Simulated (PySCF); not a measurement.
Species: C2H10Ge2N2.
Structure used (PBE0-D3(BJ)/def2-SVP), in Å, numbered top down from 1:
```
atom  x, y, z in Å
C1     3.313    0.450    0.413
N2     2.057   -0.243    0.463
C3     1.067    0.225   -0.175
Ge4   -0.665   -0.693   -0.078
N5    -1.916    0.331    0.792
Ge6   -3.108    1.510    0.053
H7     3.298    1.369   -0.206
H8     3.623    0.714    1.438
H9     4.089   -0.231    0.025
H10    1.158    1.166   -0.769
H11   -1.225   -0.903   -1.499
H12   -0.460   -2.014    0.679
H13   -1.773    0.430    1.792
H14   -4.333    1.616    0.982
H15   -2.516    2.927   -0.140
H16   -3.504    0.944   -1.321
```

Computed with TDDFT wB97X-D/def2-SVPD, vertical, gas phase, core orbitals frozen in the response in PySCF 2.14.0, density-fitted response routines. Relativistic effects, spin–orbit coupling among them, are left out although an element past zinc is present.

Each state is given a Gaussian of 0.5 eV full width at half maximum, with ε(max) = 2.175×10⁸ f / Δν̃ (Δν̃ the width in cm⁻¹). The width is an assumption, not a result. The curve ends short of the highest state used, and states not computed would add to its high-energy end.

| λ (nm) | ε (L mol⁻¹ cm⁻¹) |
| --- | --- |
| 173.9 | 14511 |
| 178.7 | 11270 |
| 183.5 | 6180 |
| 188.2 | 2325 |
| 193.0 | 806 |
| 197.7 | 360 |
| 202.5 | 268 |
| 207.3 | 489 |
| 212.0 | 891 |
| 216.8 | 1159 |
| 221.5 | 1064 |
| 226.3 | 713 |
| 231.1 | 363 |
| 235.8 | 148 |
| 240.6 | 48 |
| 245.3 | 14 |
| 250.1 | 8 |
| 254.9 | 14 |
| 259.6 | 31 |
| 264.4 | 60 |
| 269.2 | 96 |
| 273.9 | 130 |
| 278.7 | 154 |
| 283.4 | 160 |
| 288.2 | 147 |
| 293.0 | 121 |
| 297.7 | 91 |
| 302.5 | 62 |
| 307.2 | 40 |
| 312.0 | 23 |
| 316.8 | 13 |
| 321.5 | 7 |
| 326.3 | 3 |
| 331.1 | 2 |
| 335.8 | 1 |
| 340.6 | 0 |

(1) Where are the band maxima, and which computed states make them?

(2) Coming from long wavelengths, where does ε first pass 100 L mol⁻¹ cm⁻¹?

(3) On this curve, what absorbance would a 10⁻³ mol/L sample give at 266 nm over a 1 cm path?

(4) Does any computed singlet lie in the visible range?

Answers

(1) 282 nm (4.39 eV), ε about 160, made up of S1 (100%); 218 nm (5.69 eV), ε about 1200, made up of S2 (100%) (ε in L mol⁻¹ cm⁻¹; maxima over ε = 5, shares over 10%). At its high-energy end, 7.13 eV, the curve is still rising (ε about 15000, from S5 and S8). The states used: S1 4.39 eV (f 0.0030); S2 5.69 eV (f 0.022); S3 6.46 eV (f 0.0076); S4 6.85 eV (f 0.025); S5 7.00 eV (f 0.168); S6 7.08 eV (f 0.0052); S7 7.33 eV (f 0.015); S8 7.43 eV (f 0.242); S9 7.47 eV (f 0.053); S10 7.73 eV (f 0.017).

(2) At about 296 nm (4.18 eV), 0.21 eV below S1.

(3) 266 nm is 4.661 eV, where ε is about 71 L mol⁻¹ cm⁻¹, so A = ε c l ≈ 0.071 (Beer–Lambert, with the gas-phase spectrum and the assumed width).

(4) No computed singlet lies in the visible range (380 to 750 nm); the lowest, at 282 nm, stands 1.13 eV above its violet end (3.26 eV).

All these states lie below the vertical ionisation energy of 8.67 eV (ΔSCF).

Time: 2.2 min wall. Hardware: one thread, x86-64 server, no GPU (shared host).

One conformer stands for the species.
